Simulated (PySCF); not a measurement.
PySCF input for C3H7NOSi, SMILES C(CN[SiH2]O)#C, PBE0-D3(BJ)/def2-SVP. Coordinates come from a PBE0-D3(BJ)/def2-SVP optimisation. The structure was generated by enumeration, and PubChem lists no compound with its InChIKey, so it may never have been made. The values are those of a single conformer.

```python
import numpy as np
from pyscf import gto, scf, dft, df
from pyscf.hessian import thermo

mol = gto.M(
    atom='''
    C     1.98130446    1.82676266   -0.03107089
    C     1.74682896    0.63864935    0.02503884
    C     1.40198038   -0.78917860    0.09568493
    N     0.09232856   -1.06620261    0.64828482
    Si   -1.35230740   -0.64110915   -0.21933209
    O    -1.72515349    0.98266126   -0.21383553
    H     2.20976817    2.87596789   -0.07424210
    H     1.45681138   -1.20755799   -0.92494085
    H     2.18245232   -1.31729423    0.66987800
    H     0.06602849   -0.95524771    1.65787250
    H    -2.50744233   -1.30804496    0.43162727
    H    -1.10919143   -1.13134389   -1.60974969
    H    -0.99187798    1.56377666   -0.44502286
    ''',
    basis='def2-SVP',
    charge=0,
    spin=0,
    max_memory=1600,
    verbose=3,
)
mf = dft.RKS(mol, xc='pbe0').density_fit(auxbasis='def2-universal-jkfit')
mf.disp = 'd3bj'
mf.grids.level = 3
mf.conv_tol = 1e-11
mf.max_cycle = 100
mf.kernel()

# [left out here: the lines that compute and print the analytic Hessian (its translational invariance restored by hand, since the grid's response is missing), thermochemistry and intensities]
```

Log of the run:

```
[...]
       8   H                 0.05 -0.08 -0.06    0.03  0.01 -0.01   -0.08 -0.20  0.07
       9   H                -0.01 -0.02  0.01    0.06  0.00  0.00    0.03 -0.01  0.02
      10   H                -0.02  0.37  0.27    0.28 -0.10  0.46    0.09 -0.20 -0.04
      11   H                 0.23  0.05  0.03    0.63  0.06  0.08   -0.07 -0.07  0.02
      12   H                 0.26 -0.46 -0.03   -0.20  0.32  0.06   -0.05  0.08 -0.01
Mode                                18                  19                  20
Irrep
Freq [cm^-1]                      958.2253            978.5087           1160.1904
Reduced mass [au]                   1.3563              1.7763              3.3856
Force const [Dyne/A]                0.7337              1.0020              2.6850
Char temp [K]                    1378.6729           1407.8561           1669.2556
Normal mode                   x     y     z       x     y     z       x     y     z
       0   C                -0.00 -0.02  0.00   -0.01 -0.01 -0.01    0.00  0.02  0.00
       1   C                 0.01 -0.02 -0.00    0.04 -0.01  0.07   -0.00  0.00 -0.01
       2   C                -0.01  0.03  0.00   -0.06  0.03 -0.13   -0.15 -0.03  0.09
       3   N                 0.01 -0.02  0.00    0.02 -0.01  0.08    0.16  0.00 -0.05
       4  Si                -0.02  0.08 -0.01   -0.01  0.01 -0.03   -0.02  0.00 -0.01
       5   O                 0.02 -0.05  0.01   -0.00 -0.01  0.00   -0.00 -0.00 -0.00
       6   H                -0.02 -0.02 -0.00   -0.03 -0.01 -0.05   -0.01  0.02  0.01
       7   H                 0.03  0.03  0.00    0.29 -0.29  0.03   -0.11  0.01  0.07
       8   H                 0.02  0.07  0.00   -0.12  0.36  0.25   -0.21 -0.16  0.06
       9   H                 0.08 -0.02  0.01    0.29 -0.02  0.09    0.37  0.04 -0.05
      10   H                 0.22 -0.51 -0.17    0.04  0.06  0.13   -0.04  0.04 -0.03
      11   H                -0.01 -0.57  0.22   -0.10  0.11 -0.07   -0.02  0.03 -0.02
      12   H                 0.02 -0.07 -0.05    0.03 -0.06 -0.00    0.00 -0.00 -0.00
Mode                                21                  22                  23
Irrep
Freq [cm^-1]                     1233.6427           1355.5402           1411.5350
Reduced mass [au]                   1.1439              1.3401              1.3030
Force const [Dyne/A]                1.0257              1.4508              1.5296
Char temp [K]                    1774.9372           1950.3206           2030.8846
Normal mode                   x     y     z       x     y     z       x     y     z
       0   C                 0.00 -0.00  0.00   -0.00 -0.02  0.00    0.00  0.00  0.00
       1   C                -0.02  0.00 -0.05   -0.02  0.00  0.01   -0.00 -0.00 -0.01
       2   C                 0.03  0.01  0.01    0.08  0.11 -0.04   -0.05 -0.03 -0.04
       3   N                -0.07 -0.01  0.03    0.02 -0.02  0.01    0.10  0.00  0.04
       4  Si                 0.01 -0.00 -0.01   -0.01  0.00 -0.00   -0.01  0.01  0.00
       5   O                -0.00  0.00  0.00    0.00 -0.00  0.00    0.00 -0.00 -0.00
       6   H                 0.01 -0.00  0.02    0.01 -0.02 -0.00   -0.00  0.00  0.00
       7   H                 0.44  0.47 -0.17   -0.30 -0.37  0.14    0.34  0.23 -0.14
       8   H                -0.32 -0.38  0.13   -0.47 -0.47  0.16   -0.19 -0.07  0.11
       9   H                 0.39  0.04  0.04   -0.11 -0.03  0.01   -0.71 -0.04  0.03
      10   H                 0.03 -0.00  0.04    0.00 -0.00  0.02   -0.02 -0.01 -0.02
      11   H                -0.05  0.02 -0.02    0.02 -0.01 -0.00    0.04 -0.02  0.01
      12   H                 0.00 -0.01 -0.00   -0.00 -0.00  0.00   -0.00  0.00  0.00
Mode                                24                  25                  26
Irrep
Freq [cm^-1]                     1436.7895           2229.0056           2232.8385
Reduced mass [au]                   1.0704              1.0583              5.3700
Force const [Dyne/A]                1.3020              3.0981             15.7740
Char temp [K]                    2067.2201           3207.0428           3212.5575
Normal mode                   x     y     z       x     y     z       x     y     z
       0   C                -0.00 -0.00  0.00    0.00  0.02 -0.00    0.03  0.15 -0.01
       1   C                 0.00 -0.00 -0.00   -0.01 -0.03  0.00   -0.04 -0.21  0.01
       2   C                 0.05 -0.05 -0.02   -0.00  0.00  0.00    0.01  0.03 -0.00
       3   N                 0.01 -0.00 -0.00    0.00 -0.00  0.00    0.00  0.00 -0.00
       4  Si                -0.00  0.00 -0.00   -0.00  0.01  0.03    0.00 -0.00 -0.00
       5   O                 0.00 -0.00  0.00   -0.00  0.00  0.00    0.00  0.00  0.00
       6   H                -0.00 -0.00  0.00    0.01  0.04 -0.00    0.06  0.29 -0.01
       7   H                -0.53  0.38 -0.21    0.01  0.00  0.00   -0.00  0.02 -0.00
       8   H                -0.16  0.32  0.57    0.00  0.00 -0.00   -0.00  0.02  0.01
       9   H                 0.03 -0.01 -0.00    0.01  0.00  0.00   -0.00 -0.00 -0.00
      10   H                 0.00  0.00  0.01   -0.01 -0.01  0.02    0.00  0.00 -0.00
      11   H                -0.01 -0.00 -0.01    0.15 -0.32 -0.90   -0.02  0.05  0.13
      12   H                -0.00  0.00 -0.00    0.00  0.00  0.00   -0.00  0.00 -0.00
Mode                                27                  28                  29
Irrep
Freq [cm^-1]                     2287.6862           3050.1678           3098.6786
Reduced mass [au]                   1.0414              1.0619              1.1044
Force const [Dyne/A]                3.2110              5.8206              6.2478
Char temp [K]                    3291.4711           4388.5123           4458.3086
Normal mode                   x     y     z       x     y     z       x     y     z
       0   C                -0.00 -0.00 -0.00    0.00  0.00 -0.00   -0.00 -0.00 -0.00
       1   C                -0.00  0.00  0.00   -0.00 -0.00  0.00   -0.00 -0.00 -0.00
       2   C                 0.00  0.00 -0.00    0.04 -0.05 -0.03   -0.04  0.01 -0.08
       3   N                -0.00  0.00  0.00    0.00  0.00  0.00    0.00  0.00  0.00
       4  Si                -0.03 -0.02  0.02   -0.00  0.00 -0.00    0.00  0.00 -0.00
       5   O                -0.00 -0.00 -0.00    0.00 -0.00  0.00   -0.00  0.00  0.00
       6   H                 0.00 -0.00  0.00    0.00  0.01 -0.00   -0.00  0.00 -0.00
       7   H                 0.00 -0.00 -0.00   -0.02  0.27  0.68   -0.03  0.24  0.57
       8   H                -0.00 -0.00  0.00   -0.44  0.30 -0.34    0.50 -0.35  0.38
       9   H                -0.01 -0.00  0.00   -0.00 -0.00 -0.01   -0.00 -0.01 -0.01
      10   H                 0.76  0.44 -0.43    0.00  0.00  0.00   -0.00  0.00  0.00
      11   H                -0.01 -0.01 -0.01    0.00 -0.00  0.00    0.00 -0.00  0.00
      12   H                -0.00 -0.00  0.00   -0.00  0.00 -0.00    0.00 -0.00 -0.00
Mode                                30                  31                  32
Irrep
Freq [cm^-1]                     3485.0311           3613.8479           3898.7942
Reduced mass [au]                   1.1625              1.0751              1.0665
Force const [Dyne/A]                8.3188              8.2727              9.5518
Char temp [K]                    5014.1839           5199.5225           5609.4968
Normal mode                   x     y     z       x     y     z       x     y     z
       0   C                -0.02 -0.10  0.00    0.00  0.00  0.00   -0.00  0.00 -0.00
       1   C                 0.01  0.03 -0.00    0.00  0.00 -0.00   -0.00 -0.00 -0.00
       2   C                -0.00 -0.00  0.00    0.00  0.00  0.00   -0.00 -0.00  0.00
       3   N                -0.00 -0.00  0.00   -0.00  0.01  0.07    0.00 -0.00  0.00
       4  Si                -0.00  0.00 -0.00   -0.00  0.00  0.00    0.00 -0.00 -0.00
       5   O                 0.00 -0.00 -0.00   -0.00 -0.00 -0.00    0.04  0.04 -0.01
       6   H                 0.20  0.90 -0.04   -0.00 -0.00  0.00    0.00 -0.00  0.00
       7   H                 0.00 -0.00 -0.00    0.00 -0.00 -0.01    0.00  0.00 -0.00
       8   H                 0.00 -0.00  0.00   -0.00  0.00 -0.00    0.00  0.00 -0.00
       9   H                 0.00 -0.00 -0.00    0.02 -0.09 -0.96   -0.00  0.00 -0.00
      10   H                 0.00 -0.00 -0.00    0.00 -0.00 -0.00   -0.00 -0.00  0.00
      11   H                 0.00 -0.00  0.00    0.00 -0.00 -0.00    0.00 -0.00 -0.00
      12   H                -0.00 -0.00  0.00    0.00  0.00 -0.00   -0.72 -0.60  0.23
temperature 298.1500 [K]
pressure 101325.00 [Pa]
Rotational constants [GHz] 4.48727 1.98909 1.46851
Symmetry number 1
Zero-point energy (ZPE) 0.09633 [Eh]   252927.061 [J/mol]
                           tot       elec      trans        rot        vib
Entropy [J/mol/K]       365.781      0.000    166.326    115.465     83.990
Cv [J/mol/K]            118.094      0.000     12.472     12.472     93.150
Cp [J/mol/K]            126.408      0.000     20.786     12.472     93.150
Internal energy [J/mol]                      3718.434   3718.434 266426.369
Internal energy [Eh]   -537.19903  -537.30334
Enthalpy [J/mol]                             6197.391   3718.434 266426.369
Enthalpy [Eh]          -537.19809
Gibbs free energy [J/mol]                  -43392.820 -30707.431 241384.811
Gibbs free energy [Eh] -537.23962
static polarisability / bohr^3: [[61.128  9.328 -0.465]
 [ 9.33  69.783 -1.308]
 [-0.466 -1.306 46.145]]
largest difference of analytic and finite-field dipole derivatives / e: 0.000808859003302187
mode   freq/cm-1   IR/(km/mol)   Raman/(A^4/amu)   depolarisation
   1       55.58         1.372             1.603            0.712
   2       74.53         0.323             1.311            0.745
   3      191.34         4.407             7.344            0.746
   4      230.98         9.148             4.633            0.748
   5      280.89        30.787             1.800            0.745
   6      332.62        16.505             6.737            0.748
   7      362.89       111.823             1.886            0.699
   8      504.69       110.274             0.874            0.398
   9      579.88        45.344             3.932            0.243
  10      646.08        32.970             5.849            0.679
  11      693.14        42.474             2.061            0.747
  12      715.55        31.605             3.502            0.663
  13      763.30        23.435             9.415            0.295
  14      787.27        57.157             5.935            0.355
  15      856.85        93.697             6.494            0.592
  16      906.26        13.822             6.640            0.717
  17      933.21       249.868            10.659            0.744
  18      940.56         0.982             5.160            0.443
  19      958.23       205.769             6.443            0.747
  20      978.51        13.510             2.673            0.748
  21     1160.19        85.895             3.647            0.475
  22     1233.64        33.686             3.802            0.750
  23     1355.54        20.857             7.197            0.558
  24     1411.54        51.237             5.264            0.749
  25     1436.79         8.717            16.221            0.696
  26     2229.01       127.608           116.750            0.131
  27     2232.84         4.422           109.895            0.289
  28     2287.69       133.021           143.145            0.240
  29     3050.17        19.217           148.994            0.054
  30     3098.68         5.575            88.447            0.689
  31     3485.03        75.105            33.256            0.254
  32     3613.85        23.583            85.549            0.250
  33     3898.79        85.185            54.751            0.182
max |gradient| / (hartree/bohr): 4.1140263397862606e-05
APT charges: [-0.3221 -0.0835  0.4364 -0.8868  1.5965 -0.8595  0.2185  0.0043 -0.0199
  0.1655 -0.2668 -0.2954  0.3127]
```

The run converged.

Cost: roughly 10 core-minutes.
